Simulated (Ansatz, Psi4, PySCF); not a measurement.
Cl2Co, quartet, geometry from GFN2-xTB (such geometries of metal compounds can be far from the true shape). Base run: CAMB3LYP/def2-SVP run with PySCF.

Geometry (Å):
```xyz
3

Co     0.0000     0.0000     0.0000
Cl     0.0000     0.0000    -1.9470
Cl     0.0000     0.0000     1.9470
```
Charge 0, spin multiplicity 4.
Orbitals are unrestricted.
All else is at PySCF's defaults.

The same geometry, method and basis name were run in Ansatz (a first-principles code) and Psi4 and PySCF, at each program's defaults and at the settings that a row names. The base is PySCF at its defaults. Differences at the defaults can come from grids, fitting, cores and function types together.

| code and settings | ΔE vs base (µEh) | basis functions | E (Eh) | SCF cycles |
|---|---|---|---|---|
| PySCF, defaults (exact integrals, its default grid, spherical functions) | 0.0 | 67 | -2302.88076 | 38 |
| Psi4, defaults (density fitting with its default set, its default grid, spherical functions) | 25.3 | 67 | -2302.88073 | 15 |
| Ansatz, defaults (factorised integrals, its default grid, spherical functions) | 44.4 | 67 | -2302.88071 | - |
| PySCF, density fitting with def2-universal-jkfit | 64.0 | 67 | -2302.88069 | 24 |
| PySCF, fine grid | 42.6 | 67 | -2302.88071 | 23 |
| Psi4, exact integrals, spherical functions, fine grid | 41.3 | 67 | -2302.88072 | 18 |
| Ansatz, high accuracy | 41.8 | 67 | -2302.88071 | - |

Open shells are given as the SCF converged; they aren't shown to be the lowest states, and a large step between rows can be another state.
